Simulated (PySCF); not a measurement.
**State search for GaH⁺**

Unrestricted PBE0; Ga def2-TZVPPD, H def2-TZVPPD; no relativity (PySCF 2.14). Outer shells of the fragments: Ga+ 3d10 4s2; H 1s1.

Followed along the bond (rough minima from three points):

```
2Ms+1   unpaired  ⟨S²⟩ at the start  R at minimum (Å)  Te (eV)
    2        σ ↑               0.76              1.67     0.00
    4  σ ↑↑, π ↑               3.75  none in the scan   ≤ 6.46
```

Solutions found at the starting distance of 1.625 Å, counted from the lowest of them; the search is not exhaustive and high or unbound solutions are not listed, so other states can lie among these:

| 2Ms+1 | unpaired | term | E (eV) | ⟨S²⟩ | ⟨Lz²⟩ | μ (D) |
| --- | --- | --- | --- | --- | --- | --- |
| 2 | σ ↑ | ²Σ⁺ | 0.00 | 0.76 | 0.00 | 0.34 |
| 2 | π ↑ | ²Π | 3.93 | 0.81 | 1.00 | 0.02 |
| 4 | σ ↑↑, π ↑ | ⁴Π | 6.83 | 3.75 | 1.00 | 1.87 |

A term symbol is given only where ⟨S²⟩ and ⟨Lz²⟩ are close to those of a pure state; real π, δ and φ orbitals otherwise mix terms. A positive dipole points towards H; it is taken about the centre of mass and depends on that origin.

Spin–orbit coupling is left out. Counting both spins, an empty level lies below a filled one in some of these solutions, because spin and occupation are held.
